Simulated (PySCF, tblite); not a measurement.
Calculations on `FB(F)CC[SiH3]`, in the order of a workflow; each names the level of the geometry that it ran on. Settings lines and outputs come from a driver script.

C₂H₇BF₂Si.
Bonds: F1–B2, B2–F3, B2–C4, C4–C5, C5–Si6. Hydrogens: H7, H8 on C4; H9, H10 on C5; H11, H12, H13 on Si6.

Step 1: GFN2-xTB geometry optimisation, gas phase (tblite 0.8.0) (from a force-field or distance-geometry start)
```json
{"job": {"kind": "relax", "xc": "GFN2-xTB", "basis": "xTB"}, "charge": 0, "multiplicity": 1}
```
```
step      E/eV     max force
  0    -553.43480    3.367
  1    -553.84303    2.127
  2    -554.03196    2.799
...
 75    -554.33742    0.021
 76    -554.33750    0.020
 77    -554.33756    0.021
 78    -554.33760    0.016
 79    -554.33763    0.009
```

Energy lowered by 20.8 kcal/mol over 79 steps; largest atomic force 0.009 eV/Å at the end. «max force» is the largest atomic force in eV/Å.

Time: 0.63 s wall. Hardware: Arm Neoverse N1, one thread, shared host with 64 logical CPUs at a one-minute load of 61.

Step 2: GFN2-xTB harmonic vibrations, gas phase (tblite 0.8.0) (on the GFN2-xTB geometry)
```json
{"job": {"kind": "ir", "xc": "GFN2-xTB", "basis": "xTB"}, "charge": 0, "multiplicity": 1}
```
```
(table of modes left out)
```

33 modes from 27 to 2992 cm⁻¹ (unscaled, harmonic); zero-point energy 54.8 kcal/mol; all wavenumbers are real at this level.

Hardware: one thread of an Arm Neoverse N1, no GPU, shared host. Cost: 0.5 s.

Step 3: TDDFT CAM-B3LYP/def2-SVPD, vertical, gas phase, core orbitals frozen in the response (PySCF 2.14.0, density-fitted response routines) (on the GFN2-xTB geometry)
```json
{"job": {"kind": "uv", "xc": "CAM-B3LYP", "basis": "def2-SVPD", "nstates": 8, "ntriplets": 3}, "charge": 0, "multiplicity": 1}
```
```
...
Static polarisability (au): isotropic 64.253, principal 58.690 62.426 71.643
Singlet excitations
state   eV       nm        f      main configurations
  1   7.7782    159.4   0.00355   H->L 0.68, H->L+1 0.26
  2   8.1294    152.5   0.01355   H->L+1 0.51, H->L 0.20, H->L+3 0.11
  3   8.3829    147.9   0.00515   H-1->L+1 0.29, H-1->L 0.21, H-3->L+1 0.20
  4   8.6683    143.0   0.01222   H-1->L 0.47, H->L+2 0.12, H-3->L+1 0.11
  5   8.7403    141.9   0.02038   H-2->L 0.28, H->L+2 0.25
  6   8.9355    138.8   0.06432   H-2->L 0.32, H->L+2 0.19, H-2->L+3 0.08
  7   9.0224    137.4   0.03181   H-3->L 0.45, H-1->L+1 0.21, H->L+3 0.12
  8   9.0248    137.4   0.03823   H->L+5 0.61, H->L+3 0.14
Triplet excitations (Tamm-Dancoff, eV): 7.2656 7.6123 8.0037
```

HOMO -10.13 eV, LUMO 0.76 eV; lowest singlet 7.78 eV; lowest triplet 7.27 eV (Tamm–Dancoff); mean polarisability 64.3 au.

The run took 56 s of wall time on one thread, Arm Neoverse N1 (aarch64), no GPU (shared host), and the process peaked at 0.81 GiB of memory.

Step 4: delta-SCF UKS SCAN, pcX-2 on the ionised atom, pcseg-1 elsewhere, spin-free X2C (PySCF 2.14.0) (on the GFN2-xTB geometry)
```json
{"job": {"kind": "xps"}, "charge": 0, "multiplicity": 1}
```
```
...
ground state, core basis on atom 0 (F), 154 functions
  E(ground) = -595.25318442 Eh
hole in F 1s of atom 0
  E(ion) = -569.76819125 Eh   <S^2> = 0.7562   hole on atom = 1.000   binding energy = 693.482 eV
ground state, core basis on atom 1 (B), 154 functions
  E(ground) = -595.20989402 Eh
hole in B 1s of atom 1
  E(ion) = -587.87987368 Eh   <S^2> = 0.8021   hole on atom = 1.000   binding energy = 199.460 eV
ground state, core basis on atom 3 (C), 154 functions
  E(ground) = -595.20622530 Eh
hole in C 1s of atom 3
  E(ion) = -584.51784422 Eh   <S^2> = 0.7677   hole on atom = 1.000   binding energy = 290.846 eV
ground state, core basis on atom 4 (C), 154 functions
  E(ground) = -595.20683261 Eh
hole in C 1s of atom 4
  E(ion) = -584.53418553 Eh   <S^2> = 0.7692   hole on atom = 1.000   binding energy = 290.418 eV
ground state, core basis on atom 5 (Si), 165 functions
  E(ground) = -595.25825007 Eh
hole in Si 1s of atom 5
  E(ion) = -527.40570950 Eh   <S^2> = 0.7523   hole on atom = 1.000   binding energy = 1846.362 eV
hole in Si 2p of atom 5
  E(ion) = -591.33133810 Eh   <S^2> = 0.7524   hole on atom = 1.002   binding energy = 106.857 eV
  2p3/2 = 106.657 eV   2p1/2 = 107.280 eV
```

F1s of F1 693.48 eV; B1s of B2 199.46 eV; C1s of C4 290.85 eV; C1s of C5 290.42 eV; Si1s of Si6 1846.36 eV; Si2p of Si6 106.86 eV (mean of the 2p shell); one atom stands for each set of equivalent ones. SCF cycles are left out; they run on a coarse grid, and E(ground) and E(ion) are re-evaluated on a finer one. For a 2p shell the printed binding energy is that of one 2p hole without spin–orbit coupling; the 2p3/2 and 2p1/2 values follow from a further step that adds the ground-state splitting of the three 2p orbitals and a mean-field spin–orbit operator, and the shell mean corrects the one hole to the average of the three. The log counts atoms from 0, this text from 1.

Hardware: one thread, Arm Neoverse N1 (aarch64) (shared host). Cost: 1.9 min wall, 0.65 GiB resident at most.

Geometry of the electronic-property runs (GFN2-xTB):
```
atom  x, y, z in Å
F1    -1.4846    1.6702   -0.5834
B2    -1.7134    0.6605    0.2325
F3    -2.7067    0.8821    1.0737
C4    -0.9219   -0.7004    0.1949
C5     0.3701   -0.6658   -0.6313
Si6    1.7064    0.4619    0.1199
H7    -0.7034   -1.0275    1.2149
H8    -1.5933   -1.4665   -0.2123
H9     0.1338   -0.3288   -1.6413
H10    0.7566   -1.6826   -0.7260
H11    2.8868    0.4046   -0.7444
H12    2.0405   -0.0447    1.4559
H13    1.2248    1.8375    0.2291
```

 (This holds for the electronic-property runs.)

One conformer stands for the species.
